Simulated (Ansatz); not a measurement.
Steps of a relaxation of C10H10ClFZr (`[F][Zr]12345678([Cl])([C@H]9[C@@H]1[C@@H]2[C@@H]3[C@H]94)[C@H]1[C@@H]5[C@@H]6[C@@H]7[C@H]18`) with RKS PBE0-D4/def2-TZVP.

```sh
$ ansatz run in.yaml --threads 11 --pin off --events-out ev --progress --plain --max-ram 174080MiB --backend cuda --devices 0, --max-vram 75GiB
```

```yaml
crystal:
  periodic: [false, false, false]
  atoms:
    - {symbol: F, position_ang: [0.635120, -0.336760, -2.278650]}
    - {symbol: Zr, position_ang: [0.305830, -0.459710, -0.429490]}
    - {symbol: Cl, position_ang: [1.243840, -2.580680, -0.176410]}
    - {symbol: C, position_ang: [-1.977670, -0.678630, -1.431800]}
    - {symbol: C, position_ang: [-1.991390, 0.472020, -0.609730]}
    - {symbol: C, position_ang: [-1.829250, 0.049420, 0.732910]}
    - {symbol: C, position_ang: [-1.672120, -1.356020, 0.733770]}
    - {symbol: C, position_ang: [-1.771740, -1.804300, -0.607780]}
    - {symbol: C, position_ang: [0.752020, 1.771790, 0.582470]}
    - {symbol: C, position_ang: [1.638830, 1.631140, -0.507800]}
    - {symbol: C, position_ang: [2.537650, 0.579610, -0.208060]}
    - {symbol: C, position_ang: [2.212280, 0.079010, 1.073720]}
    - {symbol: C, position_ang: [1.102550, 0.806130, 1.560090]}
    - {symbol: H, position_ang: [-2.162500, -0.698590, -2.499340]}
    - {symbol: H, position_ang: [-2.240680, 1.475580, -0.935580]}
    - {symbol: H, position_ang: [-1.962210, 0.671400, 1.610600]}
    - {symbol: H, position_ang: [-1.633970, -1.994930, 1.609880]}
    - {symbol: H, position_ang: [-1.779090, -2.839040, -0.931000]}
    - {symbol: H, position_ang: [0.034750, 2.574070, 0.711070]}
    - {symbol: H, position_ang: [1.686220, 2.274340, -1.379200]}
    - {symbol: H, position_ang: [3.381100, 0.271520, -0.816100]}
    - {symbol: H, position_ang: [2.780760, -0.659730, 1.626820]}
    - {symbol: H, position_ang: [0.709670, 0.752350, 2.569600]}
basis:
  gaussian: {orbitals: def2-TZVP}
hamiltonian: {xc: pbe0, dispersion: d4}
relax: {f_tol: 0.005, max_steps: 150}
```

Positions (Å) and forces (eV/Å) along the path, 7 of 17 steps:

```xyz
23
step=1 energy=-27045.2949 eV
F     0.635   -0.337   -2.279    0.201    0.237   -1.465
Zr    0.306   -0.460   -0.429   -0.281    0.446    0.497
Cl    1.244   -2.581   -0.176    0.508   -1.229    0.288
C    -1.978   -0.679   -1.432   -0.573   -0.254    0.284
C    -1.991    0.472   -0.610   -0.411   -0.178    0.008
C    -1.829    0.049    0.733   -0.580   -0.361    0.091
C    -1.672   -1.356    0.734   -0.720    0.198    0.099
C    -1.772   -1.804   -0.608   -0.570    0.094   -0.184
C     0.752    1.772    0.582    0.455    0.298    0.014
C     1.639    1.631   -0.508    0.405    0.295    0.435
C     2.538    0.580   -0.208    0.262    0.399    0.264
C     2.212    0.079    1.074    0.333    0.536    0.197
C     1.103    0.806    1.560    0.473    0.242    0.193
H    -2.163   -0.699   -2.499    0.335    0.034    0.118
H    -2.241    1.476   -0.936    0.311   -0.076    0.028
H    -1.962    0.671    1.611    0.365   -0.040   -0.126
H    -1.634   -1.995    1.610    0.295    0.141   -0.153
H    -1.779   -2.839   -0.931    0.269    0.201    0.033
H     0.035    2.574    0.711   -0.126   -0.299   -0.134
H     1.686    2.274   -1.379   -0.199   -0.280   -0.003
H     3.381    0.272   -0.816   -0.299   -0.125   -0.009
H     2.781   -0.660    1.627   -0.285   -0.079   -0.209
H     0.710    0.752    2.570   -0.170   -0.202   -0.266
23
step=3 energy=-27045.6689 eV
F     0.608   -0.247   -2.338    0.044    0.036   -0.289
Zr    0.306   -0.452   -0.450   -0.113    0.129    0.243
Cl    1.243   -2.641   -0.081    0.058   -0.139    0.032
C    -2.032   -0.681   -1.414   -0.042   -0.042   -0.190
C    -2.026    0.467   -0.592    0.015    0.203   -0.126
C    -1.855    0.041    0.747   -0.029    0.026    0.225
C    -1.721   -1.360    0.743   -0.027   -0.023    0.184
C    -1.831   -1.805   -0.597   -0.009   -0.146   -0.135
C     0.768    1.793    0.585   -0.163    0.174   -0.060
C     1.676    1.669   -0.486    0.038    0.102   -0.131
C     2.575    0.626   -0.178    0.112   -0.036   -0.123
C     2.235    0.118    1.093    0.092   -0.093    0.143
C     1.114    0.830    1.565   -0.040   -0.100    0.208
H    -2.097   -0.684   -2.500    0.012    0.003    0.283
H    -2.152    1.494   -0.929    0.042   -0.255    0.087
H    -1.834    0.685    1.623   -0.001   -0.175   -0.223
H    -1.554   -1.992    1.611   -0.014    0.133   -0.186
H    -1.735   -2.832   -0.936   -0.017    0.230    0.090
H    -0.046    2.511    0.652    0.209   -0.187   -0.020
H     1.653    2.236   -1.412    0.003   -0.135    0.211
H     3.365    0.253   -0.824   -0.177    0.081    0.146
H     2.723   -0.709    1.600   -0.112    0.193   -0.118
H     0.616    0.679    2.520    0.121    0.022   -0.252
23
step=7 energy=-27045.6841 eV
F     0.605   -0.251   -2.348   -0.001   -0.003    0.004
Zr    0.303   -0.449   -0.446   -0.002    0.002   -0.007
Cl    1.242   -2.646   -0.042    0.002    0.003    0.003
C    -2.039   -0.662   -1.407    0.004   -0.002    0.003
C    -2.022    0.468   -0.564    0.001   -0.003    0.006
C    -1.856    0.012    0.768    0.005   -0.004   -0.005
C    -1.728   -1.385    0.735   -0.005    0.002    0.000
C    -1.837   -1.802   -0.615   -0.001    0.007    0.001
C     0.771    1.802    0.553    0.007   -0.004   -0.003
C     1.691    1.664   -0.503   -0.005   -0.003    0.003
C     2.583    0.624   -0.173    0.001    0.001    0.003
C     2.232    0.136    1.103   -0.004    0.002   -0.006
C     1.107    0.851    1.551    0.000    0.004   -0.001
H    -2.107   -0.643   -2.484    0.001    0.002   -0.006
H    -2.144    1.495   -0.875   -0.003    0.003   -0.001
H    -1.830    0.632    1.651    0.001    0.005    0.003
H    -1.553   -2.032    1.582    0.001   -0.004    0.001
H    -1.743   -2.817   -0.970    0.000   -0.004   -0.002
H    -0.037    2.516    0.602   -0.004    0.003    0.004
H     1.677    2.213   -1.432    0.001    0.001   -0.005
H     3.374    0.243   -0.802    0.002   -0.001   -0.002
H     2.713   -0.678    1.621    0.002   -0.004    0.003
H     0.602    0.711    2.495   -0.002   -0.001    0.004
23
step=12 energy=-27045.6842 eV
F     0.617   -0.293   -2.340   -0.001   -0.001    0.000
Zr    0.305   -0.456   -0.437    0.000    0.002    0.002
Cl    1.238   -2.648    0.009   -0.001    0.002    0.000
C    -2.036   -0.641   -1.406    0.001    0.002    0.004
C    -2.017    0.474   -0.542    0.001   -0.004   -0.004
C    -1.855   -0.007    0.782    0.000   -0.001   -0.003
C    -1.733   -1.405    0.723   -0.003    0.002   -0.004
C    -1.841   -1.796   -0.635    0.001    0.002    0.002
C     0.768    1.807    0.538    0.000   -0.002    0.004
C     1.687    1.658   -0.518   -0.001   -0.001    0.000
C     2.581    0.624   -0.178    0.001   -0.001    0.005
C     2.233    0.150    1.104    0.001    0.001   -0.005
C     1.108    0.869    1.546    0.000   -0.001   -0.001
H    -2.101   -0.602   -2.483    0.000   -0.002    0.001
H    -2.137    1.506   -0.835    0.001   -0.002    0.001
H    -1.828    0.597    1.676    0.000   -0.003    0.001
H    -1.563   -2.068    1.558    0.000    0.004    0.000
H    -1.750   -2.805   -1.007    0.000    0.002    0.000
H    -0.041    2.521    0.581    0.001    0.001   -0.003
H     1.671    2.196   -1.454   -0.002    0.001    0.001
H     3.372    0.237   -0.803   -0.001    0.001    0.000
H     2.716   -0.657    1.631    0.000    0.000   -0.001
H     0.604    0.739    2.492    0.000    0.000    0.000
23
step=13 energy=-27045.6843 eV
F     0.620   -0.299   -2.338    0.000   -0.001   -0.001
Zr    0.305   -0.458   -0.435   -0.004    0.003    0.002
Cl    1.235   -2.649    0.017    0.001    0.001    0.000
C    -2.035   -0.640   -1.407    0.002   -0.001    0.007
C    -2.016    0.474   -0.542    0.003   -0.003   -0.003
C    -1.855   -0.007    0.781    0.002   -0.004   -0.004
C    -1.735   -1.405    0.722   -0.005    0.004   -0.001
C    -1.841   -1.795   -0.636    0.001    0.005   -0.002
C     0.768    1.806    0.539    0.001   -0.003    0.000
C     1.684    1.659   -0.519   -0.002   -0.003    0.002
C     2.581    0.625   -0.180    0.002   -0.001    0.005
C     2.235    0.151    1.103   -0.002    0.004   -0.007
C     1.110    0.868    1.546    0.001   -0.001    0.000
H    -2.100   -0.600   -2.484    0.001   -0.001   -0.001
H    -2.134    1.507   -0.835   -0.001   -0.001    0.000
H    -1.829    0.596    1.675    0.001   -0.001    0.003
H    -1.566   -2.069    1.556    0.001    0.002    0.001
H    -1.751   -2.804   -1.009    0.000    0.000    0.000
H    -0.042    2.519    0.583    0.000    0.002   -0.001
H     1.667    2.197   -1.454   -0.002    0.001   -0.001
H     3.372    0.240   -0.806    0.000    0.000   -0.001
H     2.720   -0.656    1.629    0.001   -0.002    0.001
H     0.607    0.737    2.493   -0.001   -0.001    0.001
23
step=15 energy=-27045.6843 eV
F     0.633   -0.322   -2.332    0.000   -0.001   -0.002
Zr    0.307   -0.463   -0.429   -0.009    0.002   -0.001
Cl    1.224   -2.655    0.047    0.008    0.002    0.002
C    -2.029   -0.637   -1.412    0.000   -0.011    0.006
C    -2.009    0.478   -0.549    0.007    0.004    0.003
C    -1.857   -0.002    0.776   -0.002   -0.011   -0.005
C    -1.744   -1.400    0.719   -0.002    0.008    0.007
C    -1.844   -1.793   -0.638   -0.005    0.008   -0.012
C     0.763    1.800    0.549    0.008   -0.003   -0.009
C     1.671    1.662   -0.517    0.000   -0.004    0.011
C     2.578    0.634   -0.188    0.000   -0.001    0.000
C     2.246    0.153    1.095   -0.006    0.010   -0.008
C     1.118    0.861    1.550    0.003    0.001    0.001
H    -2.088   -0.600   -2.489    0.001    0.003   -0.010
H    -2.121    1.511   -0.844   -0.003    0.005   -0.002
H    -1.831    0.601    1.670    0.000    0.009    0.006
H    -1.582   -2.063    1.557    0.003   -0.007    0.003
H    -1.756   -2.802   -1.010    0.001   -0.007    0.002
H    -0.051    2.508    0.601   -0.003    0.001    0.007
H     1.643    2.204   -1.450    0.001    0.001   -0.005
H     3.366    0.256   -0.822    0.000   -0.001   -0.001
H     2.739   -0.653    1.615    0.002   -0.005    0.004
H     0.624    0.723    2.500   -0.002   -0.002    0.003
23
step=17 energy=-27045.6843 eV
F     0.632   -0.322   -2.332    0.000    0.000    0.001
Zr    0.306   -0.463   -0.429    0.001    0.001   -0.001
Cl    1.228   -2.652    0.047   -0.001    0.000    0.000
C    -2.029   -0.636   -1.412    0.000   -0.003    0.002
C    -2.010    0.478   -0.548    0.000    0.001    0.001
C    -1.857   -0.004    0.777    0.001   -0.004   -0.001
C    -1.743   -1.402    0.719    0.000    0.003    0.002
C    -1.844   -1.793   -0.639   -0.001    0.003   -0.004
C     0.764    1.801    0.547    0.002    0.001   -0.003
C     1.672    1.661   -0.518   -0.002   -0.001    0.001
C     2.578    0.632   -0.187    0.002    0.000    0.000
C     2.244    0.153    1.096   -0.001    0.001   -0.002
C     1.117    0.862    1.550    0.000    0.000    0.001
H    -2.088   -0.598   -2.489    0.000    0.001   -0.002
H    -2.123    1.511   -0.841    0.000    0.001    0.000
H    -1.832    0.599    1.672    0.000    0.003    0.001
H    -1.580   -2.065    1.555    0.000   -0.002    0.000
H    -1.756   -2.802   -1.012    0.000   -0.002    0.002
H    -0.049    2.510    0.599   -0.001    0.000    0.002
H     1.645    2.202   -1.451    0.000    0.000   -0.001
H     3.366    0.253   -0.821    0.000    0.000    0.000
H     2.737   -0.653    1.617    0.000   -0.001    0.001
H     0.622    0.725    2.499    0.000    0.000    0.001
```

Run time 51 s (11 threads of an AMD EPYC 7R13 on a shared host and a whole NVIDIA H100 80 GB); peak host memory 1.4 GiB.
